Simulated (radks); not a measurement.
Dynamic dipole polarisability and lines of the vanadium ion V20+, [He] 2s1. Calculated with a radial shooting solver on a logarithmic mesh with Libxc functionals: scalar-relativistic Kohn-Sham, exchange-only LDA, spin-polarised, spherical densities, finite nucleus; open shells are filled with parallel spins first; Fermi nuclear charge, rms radius of each element as measured or else 0.836 A^(1/3) + 0.57 fm. Time-dependent linear response with the Hartree and adiabatic exchange-only LDA kernel, continuum included through the Sternheimer equations, no spin-orbit coupling, so fine structure and intercombination lines are absent. Lines are the poles of the dipole polarisability below minus the highest occupied eigenvalue, found on a grid refined at the orbital gaps; the lowest seven at most are given, and weak or close lines can be missed. The first line takes the name of the lowest orbital gap if no other gap lies below it; otherwise a line is named after a gap within 0.6 % of it, if that gap stands alone.

| photon energy (eV) | alpha (bohr^3) |
|---|---|
| 0 | 0.01978 |
| 75.492 | -0.01656 |
| 176.15 | -0.001292 |
| 276.81 | -0.0001444 |
| 377.46 | 0.0002279 |
| 478.12 | 0.0004399 |
| 578.77 | 0.0006357 |
| 679.43 | 0.0009209 |
| 780.09 | 0.001625 |
| 880.74 | 0.01564 |
| 981.40 | -0.001330 |
| 1082.1 | -0.0002569 |
| 1182.7 | -0.007698 |
| 1283.4 | 0.00006092 |
| 1384.0 | -0.001052 |
| 1484.7 | -0.00007359 |

Lines (eV, oscillator strength): 51.740 (23.96 nm, 2s-2p), f = 0.0697; 890.74 (1.392 nm, 2s-3p), f = 0.369; 1178.9 (1.052 nm, 2s-4p), f = 0.0898; 1308.5 (0.9476 nm, 2s-5p), f = 0.0371; 1377.9 (0.8998 nm, 2s-6p), f = 0.0193; 1419.4 (0.8735 nm, unassigned), f = 0.0114; 1446.3 (0.8573 nm, unassigned), f = 0.00731. Higher lines, where found, are left out when the end of the mesh affects them. Those listed give 100 % of the static polarisability (sum of f/w^2). Orbital energy gaps for comparison: 2s-2p 48.598 eV; 2s-3p 893.27 eV; 2s-4p 1179.5 eV; 2s-5p 1308.6 eV; 2s-6p 1377.9 eV.
